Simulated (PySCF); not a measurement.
Levels of Sb(22+) from EOM-EA-GCCSD

Reference: closed-shell Sb(23+), [Ar] 3d10; one electron is added. Calculated with PySCF 2.14, two-component X2C-1e with screened spin-orbit coupling, an uncontracted even-tempered set (19 s from 0.98 bohr⁻², ratio 2.6; 15 p from 1.3 bohr⁻², ratio 2.6; 10 d from 1.3 bohr⁻², ratio 2.6; 6 f from 1.3 bohr⁻², ratio 2.8); frozen [Ar]; the 100 highest virtual spinors dropped; of the others 70 kept and the rest restored at second order. No Breit or QED terms. Binding energies in eV.

```json
{"level": "4s1/2", "Koopmans": "691.89", "second order": "693.14", "EOM-CCSD": "693.09"}
{"level": "4p1/2", "Koopmans": "644.92", "second order": "646.10", "EOM-CCSD": "646.06"}
{"level": "4p3/2", "Koopmans": "631.46", "second order": "632.59", "EOM-CCSD": "632.55"}
```

Electric-dipole lines between these computed levels:

| lower | upper | ΔE (eV) | vacuum wavelength (nm) |
| --- | --- | --- | --- |
| 4s1/2 | 4p1/2 | 47.031 | 26.36 |
| 4s1/2 | 4p3/2 | 60.546 | 20.48 |

For comparison, the ionisation energy of Sb(22+) is 693.26 ± 0.24 eV (semi-empirical (NIST evaluation); NIST Atomic Spectra Database, ionization energies).
